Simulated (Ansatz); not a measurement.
Basis sets compared for the cluster CdF₂⁻. The state is a doublet with charge -1. Geometry PBE-D4/def2-TZVPD. Ansatz on 4 threads of Arm Neoverse V1 on a shared host; times are rough, and most runs start from earlier orbitals.

Cartesian coordinates in Å:
```
Cd 0.377 -0.528 -0.201
F -1.622 -0.362 -0.944
F 1.244 0.890 1.145
```

In the def2 sets Cd takes a core potential; there is no spin–orbit coupling. At PBE-D4/def2-SVPD, PBE-D4/def2-TZVPD the highest occupied level of the charge -1 doublet lies above zero (up to 0.39 eV). By energy differences its removal costs 2.50 eV (vertical, to the charge 0 singlet, at PBE-D4/def2-TZVPD); a positive level beside a positive removal energy at the same level points to self-interaction error. The structure comes from a short search, and lower isomers may exist.

| level | functions | energy (Eh) | HOMO (eV) | LUMO (eV) | wall time |
| --- | --- | --- | --- | --- | --- |
| PBE-D4/def2-SVPD | 80 | -367.1810 | 0.38 | 1.15 | 0.75 s |
| PBE0-D4/def2-SVPD | 80 | -367.1599 | -0.52 | 2.03 | 0.9 s |

Task: Estimate the rows for PBE-D4/def2-TZVPD (with forces), PBE0-D4/def2-TZVPD.

Result: 
| level | functions | energy (Eh) | HOMO (eV) | LUMO (eV) | wall time |
| --- | --- | --- | --- | --- | --- |
| PBE-D4/def2-TZVPD (with forces) | 120 | -367.4487 | 0.39 | 1.16 | 1.2 s |
| PBE0-D4/def2-TZVPD | 120 | -367.4259 | -0.50 | 2.05 | 1.9 s |
